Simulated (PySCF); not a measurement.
A series of related compounds: `[Cl][Mg][Cl]`, Cl₂Mg; SMILES [SiH3][Mg][SiH3], H₆MgSi₂; SMILES [Br][Mg][Br], Br₂Mg; SMILES [CH3][Mg][CH3], C₂H₆Mg; Mg(CCH)2, C₄H₂Mg; Mg(NH2)2 (SMILES [NH2][Mg][NH2]); Mg(CN)2 (N#[C][Mg][C]#N, C₂MgN₂); `[F][Mg][F]`, F₂Mg; SMILES [H][Mg][H], H₂Mg.

- shieldings: GIAO KT2/pcSseg-1
- structure optimised with PBE0-D3(BJ)/def2-SVP
- run in PySCF
- no relativistic terms, a single conformation, fast rotation and ring inversion assumed for equivalent nuclei, isolated molecule

Q: How does the 25Mg shielding change along the series?

A: 
| compound | change | σ (ppm) | HOMO–LUMO gap (eV) |
| --- | --- | --- | --- |
| MgCl2 | ligand (both): Me to Cl | 502 | 4.82 |
| Mg(SiH3)2 | ligand (both): Me to SiH3 | 402 | 4.13 |
| MgBr2 | ligand (both): Me to Br | 487 | 4.38 |
| MgMe2 | base | 403 | 4.36 |
| Mg(CCH)2 | ligand (both): Me to CCH | 500 | 5.22 |
| Mg(NH2)2 | ligand (both): Me to NH2 | 463 | 3.12 |
| Mg(CN)2 | ligand (both): Me to CN | 526 | 5.90 |
| MgF2 | ligand (both): Me to F | 535 | 5.45 |
| MgH2 | ligand (both): Me to H | 436 | 5.49 |

Relativistic effects, spin–orbit coupling among them, are left out; they matter for Br and for the light atoms bonded to it.
